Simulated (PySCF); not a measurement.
Ga2H4, SMILES [GaH2][GaH2].

Geometry optimised at PBE0-D3(BJ)/def2-TZVP.

Calculation: IEF-PCM-ωB97X/def2-SVP (PySCF 2.14.0).

The values are the electrostatic part of the solvation free energy, E(continuum) − E(gas) at the gas-phase geometry, in a cavity of scaled van der Waals radii (PySCF's table); cavitation and dispersion terms are not included. A continuum can't describe solvent molecules that bind to the metal. In vacuum the orbital gap is 9.10 eV. The dipole moment in vacuum is 0.00 D.

Computed values in water (ε = 78.36), benzene (ε = 2.27), dimethylsulfoxide (ε = 46.83):
| solvent | ε | ΔG(elec) (kcal/mol) | dipole (D) | gap (eV) |
|---|---|---|---|---|
| water | 78.36 | -4.6 | 0.00 | 9.37 |
| benzene | 2.27 | -2.0 | 0.00 | 9.22 |
| dimethylsulfoxide | 46.83 | -4.5 | 0.00 | 9.36 |
